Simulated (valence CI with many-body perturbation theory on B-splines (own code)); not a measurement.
# Energy levels of Si VIII

Computed by configuration interaction combined with many-body perturbation theory (CI+MBPT): five valence electrons over a frozen Dirac-Fock core [He], a basis of 11 s, 11 p, 10 d, 8 f, 5 g, 2 h functions for each j, with the one-electron correlation potential Σ1 (screened to all orders), the two-electron term Σ2, the three-electron term Σ3, Breit, model QED; selected single and double excitations, second order for the rest, scaled by the run's own slope (own B-spline code, finite nucleus).

No measured levels were compared; by estimate levels hold to about 100 cm⁻¹ or 0.05 % of their energy and the worst to 300 or 400 cm⁻¹, as in measured light ions of charge 2 to 7. Among the levels kept, up to 5700 cm⁻¹ of a level comes from second order outside the variational space, and about a tenth of that is noise between levels of different J, which matters for small intervals.

Levels 136 to 180 of 192, with energies above the lowest level, 2s²2p³ ⁴S°_3/2. "Leading %" is the weight of the configuration and term that name the level; weights of strongly mixed levels are sums over their largest components and can fall short. In the jj column 3d3/2^4 stands for four electrons in 3d with j = 3/2.

```tsv
No.	Configuration	Term	J	E (cm⁻¹)	Leading %	Leading jj	Second component
136	2s2p³3d	⁴F°	7/2	1906300	96	2s 2p1/2 2p3/2^2 3d3/2 (43 %)	
137	2s2p³3d	⁴F°	9/2	1906800	96	2s 2p1/2 2p3/2^2 3d5/2 (78 %)	
138	2s2p³3d	⁴G°	11/2	1910200	97	2s 2p1/2 2p3/2^2 3d5/2 (97 %)	
139	2s2p³3d	⁴G°	9/2	1910300	94	2s 2p1/2 2p3/2^2 3d5/2 (46 %)	
140	2s2p³3d	⁴G°	7/2	1910400	95	2s 2p1/2 2p3/2^2 3d3/2 (40 %)	
141	2s2p³3d	⁴G°	5/2	1910400	96	2s 2p1/2 2p3/2^2 3d3/2 (40 %)	
142	2s2p³3p	²S	1/2	1913700	97	2s 2p3/2^3 3p3/2 (26 %)	
143	2s2p³3d	⁴D°	7/2	1918900	97	2s 2p1/2 2p3/2^2 3d5/2 (63 %)	
144	2s2p³3d	⁴D°	5/2	1919100	97	2s 2p1/2 2p3/2^2 3d3/2 (42 %)	
145	2s2p³3d	⁴D°	1/2	1919100	96	2s 2p1/2 2p3/2^2 3d3/2 (37 %)	
146	2s2p³3d	⁴D°	3/2	1919100	96	2s 2p1/2 2p3/2^2 3d3/2 (40 %)	
147	2s²2p²4s	⁴P	1/2	1920500	83	2s^2 2p1/2^2 4s (57 %)	6 % 2s²2p²4s ²P
148	2s2p³3d	²S°	1/2	1922100	94	2s 2p1/2 2p3/2^2 3d5/2 (55 %)	
149	2s²2p²4s	⁴P	3/2	1922700	85	2s^2 2p1/2 2p3/2 4s (88 %)	4 % 2s²2p²4s ²P
150	2s2p³3d	²G°	9/2	1924100	97	2s 2p1/2 2p3/2^2 3d3/2 (53 %)	
151	2s2p³3d	²G°	7/2	1924300	97	2s 2p1/2 2p3/2^2 3d5/2 (42 %)	
152	2s²2p²4s	²P	1/2	1924800	87	2s^2 2p1/2 2p3/2 4s (82 %)	6 % 2s²2p²4s ⁴P
153	2s²2p²4s	⁴P	5/2	1925900	89	2s^2 2p3/2^2 4s (54 %)	6 % 2s2p³3p ⁴P
154	2s²2p²4s	²P	3/2	1928700	88	2s^2 2p3/2^2 4s (53 %)	4 % 2s²2p²4s ⁴P
155	2s2p³3d	⁴P°	5/2	1929200	94	2s 2p1/2 2p3/2^2 3d5/2 (52 %)	
156	2s2p³3d	⁴P°	3/2	1929900	92	2s 2p1/2 2p3/2^2 3d3/2 (49 %)	4 % 2s²2p²4p ⁴P°
157	2s2p³3d	⁴P°	1/2	1930300	92	2s 2p1/2 2p3/2^2 3d3/2 (32 %)	5 % 2s²2p²4p ⁴P°
158	2s2p³3s	²P°	3/2	1933600	64	2s 2p3/2^3 3s (24 %)	25 % 2s2p³3d ²P°
159	2s2p³3s	²P°	1/2	1934000	74	2s 2p3/2^3 3s (30 %)	16 % 2s2p³3d ²P°
160	2s2p³3d	²P°	3/2	1936800	54	2s 2p1/2 2p3/2^2 3d5/2 (62 %)	20 % 2s2p³3s ²P°
161	2s2p³3d	⁴S°	3/2	1937400	72	2s 2p1/2 2p3/2^2 3d3/2 (38 %)	11 % 2s2p³3d ²P°
162	2s2p³3d	²P°	1/2	1937600	76	2s 2p1/2 2p3/2^2 3d5/2 (45 %)	17 % 2s2p³3s ²P°
163	2s2p³3d	²D°	5/2	1940200	95	2s 2p1/2 2p3/2^2 3d5/2 (40 %)	
164	2s2p³3d	²D°	3/2	1942600	96	2s 2p1/2 2p3/2^2 3d5/2 (45 %)	
165	2s2p³3d	²F°	7/2	1948500	97	2s 2p1/2 2p3/2^2 3d5/2 (45 %)	
166	2s2p³3d	²F°	5/2	1948900	95	2s 2p1/2 2p3/2^2 3d5/2 (49 %)	
167	2s²2p²4p	⁴D°	1/2	1950700	86	2s^2 2p1/2^2 4p1/2 (47 %)	4 % 2s2p³3d ⁴D°
168	2s²2p²4p	⁴D°	3/2	1951600	83	2s^2 2p1/2 2p3/2 4p1/2 (44 %)	5 % 2s²2p²4p ⁴P°
169	2s²2p²4p	⁴D°	5/2	1953300	81	2s^2 2p1/2 2p3/2 4p3/2 (72 %)	7 % 2s²2p²4p ⁴P°
170	2s²2p²4p	²S°	1/2	1954800	43	2s^2 2p1/2 2p3/2 4p1/2 (71 %)	39 % 2s²2p²4p ⁴P°
171	2s²2p²4p	⁴D°	7/2	1955900	87	2s^2 2p3/2^2 4p3/2 (53 %)	9 % 2s2p³3d ⁴D°
172	2s²2p²4p	⁴P°	3/2	1956500	72	2s^2 2p1/2 2p3/2 4p3/2 (22 %)	13 % 2s2p³3d ⁴P°
173	2s²2p²4p	²S°	1/2	1957100	41	2s^2 2p1/2 2p3/2 4p3/2 (55 %)	40 % 2s²2p²4p ⁴P°
174	2s²2p²4p	⁴P°	5/2	1957900	70	2s^2 2p1/2 2p3/2 4p3/2 (22 %)	15 % 2s2p³3d ⁴P°
175	2s2p³3d	⁴F°	9/2	1960300	93	2s 2p3/2^3 3d5/2 (46 %)	5 % 2s²2p²4f ⁴F°
176	2s2p³3d	⁴F°	7/2	1960700	92	2s 2p1/2 2p3/2^2 3d5/2 (34 %)	5 % 2s²2p²4f ⁴F°
177	2s²2p²4p	²D°	3/2	1960900	84	2s^2 2p1/2 2p3/2 4p3/2 (49 %)	7 % 2s2p³3d ²D°
178	2s2p³3p	²P	1/2	1961000	94	2s 2p1/2 2p3/2^2 3p3/2 (58 %)	
179	2s2p³3d	⁴F°	5/2	1961000	92	2s 2p1/2 2p3/2^2 3d3/2 (33 %)	6 % 2s²2p²4f ⁴F°
180	2s2p³3p	²P	3/2	1961200	91	2s 2p1/2 2p3/2^2 3p1/2 (41 %)
```

Names give the largest LS component (configuration and term), which can be under half, so a name can repeat, a term be missing and a line seem to break the LS rules; names also repeat where a configuration has a term twice.

Where two levels of one J and parity lie close, their mixing, g and order are uncertain.
